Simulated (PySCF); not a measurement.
# Run times: ruthenium in x2c-TZVPall

Measured wall times of calculations with PySCF 2.14 in x2c-TZVPall (8s6p6d1f, 63 functions), with scalar relativity by spin-free X2C-1e, run from one Python driver. Hardware: 1 thread of Neoverse-N1 on a shared host, 1.3 GiB allowed. The two-electron integrals over 63 functions were computed once and kept in memory (2.3 CPU seconds with the set-up); the times below exclude them. Kohn-Sham runs start from converged Hartree-Fock orbitals.

Launch command (the driver calls PySCF for each step listed in the task file):

```bash
OMP_NUM_THREADS=1 python atomrun2.py TASK.json OUT
```

```json
{"species": "Ru [Kr] 4d7 5s1", "step": "UHF", "iterations": "7", "wall time (s)": "0.65"}
{"species": "Ru [Kr] 4d7 5s1", "step": "M06-L", "iterations": "56", "wall time (s)": "35"}
{"species": "Ru [Kr] 4d7 5s1", "step": "PBE", "iterations": "7", "wall time (s)": "2.4"}
{"species": "Ru [Kr] 4d7 5s1", "step": "MP2 (8 electrons)", "iterations": "", "wall time (s)": "0.17"}
{"species": "Ru⁺ [Kr] 4d7", "step": "UHF", "iterations": "7", "wall time (s)": "0.56"}
{"species": "Ru⁺ [Kr] 4d7", "step": "M06-L", "iterations": "6", "wall time (s)": "4.3"}
{"species": "Ru⁺ [Kr] 4d7", "step": "PBE", "iterations": "7", "wall time (s)": "2.4"}
{"species": "Ru⁺ [Kr] 4d7", "step": "MP2 (7 electrons)", "iterations": "", "wall time (s)": "0.16"}
```

Peak memory of the process: 0.26 GiB. Times on a shared host vary from run to run.
